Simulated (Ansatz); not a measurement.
Correlation energies of `C[Se][SiH2]` radical by basis set

Cartesian coordinates in Å:
```
C 0.6849 1.2314 -0.0478
Se -0.9798 0.5365 0.7097
Si -0.5839 -1.6556 0.3374
H 0.7915 0.9025 -1.0794
H 1.5322 0.9035 0.5500
H 0.6090 2.3166 -0.0139
H -1.8638 -2.3592 0.6322
H -0.1902 -1.8757 -1.0881
```

The species carries charge 0 and has multiplicity 2. Correlated methods include outer-core shells of Se, which these sets cover unevenly. Scalar relativity is left out up to krypton. The structure was optimised at the PBE0-D4/def2-TZVP level. Frozen core, unrestricted reference, Ansatz 0.2.0.

| basis | HF (Eh) | MP2 corr. | CCSD corr. | (T) | CCSD(T) total |
| --- | --- | --- | --- | --- | --- |
| def2-SVP | -2729.11633 | ? | -0.50337 | ? | ? |
| def2-TZVPP | -2729.56320 | -0.55865 | -0.59512 | ? | ? |
| def2-QZVPP | -2729.62140 | ? | – | – | – |

Question: Fill in the withheld values. (Best estimate.)

Answer: The calculation gave: def2-SVP MP2 corr.: -0.46607; def2-SVP (T): -0.01434; def2-SVP CCSD(T) total: -2729.63404; def2-TZVPP (T): -0.02325; def2-TZVPP CCSD(T) total: -2730.18157; def2-QZVPP MP2 corr.: -0.88131.
